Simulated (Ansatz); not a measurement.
Diatomic AlO, multiplicity 2 (the spin of the measured ground state). The T1 diagnostic near the minimum is 0.104, so single-reference values are doubtful.

D_e counts from the fitted minimum to each atom's lowest state at the same level, without counterpoise.

Cores are frozen in the correlated methods.

Run with Ansatz (Gaussian basis) for Hartree–Fock, density functionals and correlated methods. Each number belongs to the level named beside it.

PBE/def2-TZVPP gives 131.38 kcal/mol for the bond energy D_e.

Where do these levels fall relative to PBE: r2SCAN/def2-TZVPP, B3LYP/def2-TZVPP, wB97M-V/def2-TZVPP, B2PLYP/def2-TZVPP.

r2SCAN/def2-TZVPP -5.91; B3LYP/def2-TZVPP -11.42; wB97M-V/def2-TZVPP -11.65; B2PLYP/def2-TZVPP -10.87 kcal/mol. 0 of 4 lie above PBE; the widest gap is to wB97M-V/def2-TZVPP.

Ansatz is a quantum-chemistry and plane-wave program.
